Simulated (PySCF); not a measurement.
# Dipole response of Pt⁺ (platinum, charge +1)

[Xe] 4f14 5d9, 2D determinant. Calculation: PySCF 2.14, in aug-cc-pVQZ-PP with ECP60MDF; a scalar-relativistic core potential. Coupled (time-dependent) response in atomic units; α is the mean over directions.

| method | mean α (bohr³) | α xx, yy, zz | C₆ (like pair) | S(−4) |
| --- | --- | --- | --- | --- |
| TPSS | 17.34 | 17.22, 17.22, 17.59 | 132.4 | 98.65 |

S(−4) is the Cauchy moment in α(ω) = α(0) + S(−4) ω² + …

Spin-orbit coupling is absent.

α(iu) at TPSS:

| u (hartree) | α(iu) (bohr³) |
| --- | --- |
| 0 | 17.34 |
| 0.0500 | 17.10 |
| 0.100 | 16.44 |
| 0.200 | 14.46 |
| 0.300 | 12.41 |
| 0.500 | 9.296 |
| 0.750 | 6.854 |
| 1.00 | 5.292 |
| 1.50 | 3.440 |
| 2.00 | 2.410 |
| 3.00 | 1.359 |
| 5.00 | 0.5931 |

For an ion, C₆ is the dispersion term alone; charge-induced terms of lower order in 1/R come first.

The components differ because the open shell of this determinant is not spherical; for a pure term their mean is the scalar polarisability.

Energies and moments cover only the electrons outside the core potential. Spin-orbit coupling, absent here, splits the open shell strongly. ⟨S²⟩ = 1.04 against 0.75 shows spin contamination.
